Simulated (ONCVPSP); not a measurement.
**Which change was made? (N, ONCV)**

```
Element                 : N
Generator               : ONCVPSP 4.0.1
Type                    : optimised norm-conserving Vanderbilt (ONCV)
Functional              : PBE
Relativity              : scalar-relativistic
Frozen core             : [He]
Valence charge          : 5
Reference configuration : 2s2 2p2.5 (charge +0.5)
Partial waves           : 2s: rc 1.05 bohr, ncon 4, nbas 8, qcut 6.3 1/bohr, local; 2p: rc 2.05 bohr, ncon 4, nbas 8, qcut 5.5 1/bohr, 2 projectors, debl 3.1 Ha; d scattering state at 0.39 Ha: rc 2.25 bohr, ncon 4, nbas 8, qcut 4.6 1/bohr, 2 projectors, debl 3.2 Ha
Local potential         : the s channel
Core correction         : none
```

Cutoffs, loose and tight: the cutoffs (Ha) at which the residual kinetic energy of the hardest occupied pseudo-wave falls to 1 and 0.1 mHa per electron. They do not see the model core or the augmentation charge, which bear on the density cutoff. Test errors are all-electron minus pseudo excitation energies from the reference, over the configurations 2s2 2p3; 2s2 2p2; 2s2 2p1; 2s2 2p0; variants that change the core or the reference have their own tests.

The base gives: outcome: generated; cutoff, loose: 41 Ha; cutoff, tight: 145 Ha; bound ghosts: none; GHOST(+) flags above zero: none; largest test error (meV): +2297.

Question: After one change the result is: outcome: generated; cutoff, loose: 41 Ha; cutoff, tight: 145 Ha; bound ghosts: none; GHOST(+) flags above zero: none; largest test error (meV): +1546. Which change was it?
A. p: qcut 7.3
B. p: qcut 4.4
C. p: qcut 3.2

Answer: A. The others give: p: qcut 4.4 → outcome: generated; cutoff, loose: 41 Ha; cutoff, tight: 145 Ha; bound ghosts: none; GHOST(+) flags above zero: none; largest test error (meV): +3157 | p: qcut 3.2 → outcome: generated; cutoff, loose: 48 Ha; cutoff, tight: 145 Ha; bound ghosts: none; GHOST(+) flags above zero: none; largest test error (meV): +4490.
